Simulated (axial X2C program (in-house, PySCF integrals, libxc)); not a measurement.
**Spin–orbit effects down a group: molecules with As (ions), MP2**

All values come from calculations with an in-house relativistic program for diatomic molecules, spin-free (one-electron X2C) or two-component (2c: spin–orbit coupling with atomic mean-field Coulomb and Gaunt terms, which also bring small scalar terms), in Dyall basis sets with cores contracted in-house; open shells are unrestricted.

Basis sets: As dyall-cv3z, H dyall-v3z, Li dyall-cv3z, Na dyall-cv3z. Frozen shells (counts by l): AsH⁺ As 3s2p1d, H none, 5 electrons correlated; LiAs⁺ As 3s2p1d, Li 1s, 5 electrons correlated; NaAs⁺ As 3s2p1d, Na 1s, 13 electrons correlated. Where the outer core of a metal is frozen, bonds come out longer and ionisation energies lower. Frozen cores can differ along the series, which adds to the trend.

| molecule | spin-free state | Re (Å) | ωe (cm⁻¹) | De (eV) | 2c state | Re 2c (Å) | ωe 2c (cm⁻¹) | De 2c (eV) |
| --- | --- | --- | --- | --- | --- | --- | --- | --- |
| AsH⁺ | M_S = 1/2, Λ = 1 | 1.520 | 2265.3 | 2.85 | Ω = 1/2 | 1.521 | 2262.9 | n/a |
| LiAs⁺ | M_S = 3/2, Λ = 0 | 2.787 | 222.6 | 0.40 | Ω = 3/2 | 2.787 | 222.9 | 0.40 |
| NaAs⁺ | M_S = 3/2, Λ = 0 | 3.141 | 109.8 | 0.25 | Ω = 3/2 | 3.141 | 109.9 | 0.26 |

Task: Work out the shifts from the spin-free to the two-component result.

Result: 

```csv
molecule,2c state,ΔRe (Å),Δωe (cm⁻¹),ΔDe (eV)
AsH⁺,Ω = 1/2,0.001,-2.4,n/a
LiAs⁺,Ω = 3/2,0.000,0.3,0.00
NaAs⁺,Ω = 3/2,0.000,0.1,0.01
```

Shifts of one unit in the last digit are rounding.

Fragments in 2c: As+ + H, As + Li+, As + Na+. Each entry is the lowest single determinant of a limited PBE0 search at one distance. De goes to single-determinant-based atoms at the same level (for ions the charge split of lowest energy) and is withheld (n/a) where an atom does not fit its ground term or J level. Main or longest-lived isotopes. One determinant is a doubtful description, or other states lie close, for LiAs⁺, NaAs⁺; these need not be ground states, and all values refer to the states named. With several unpaired electrons the Ω given is that of one determinant, not necessarily of the lowest component.
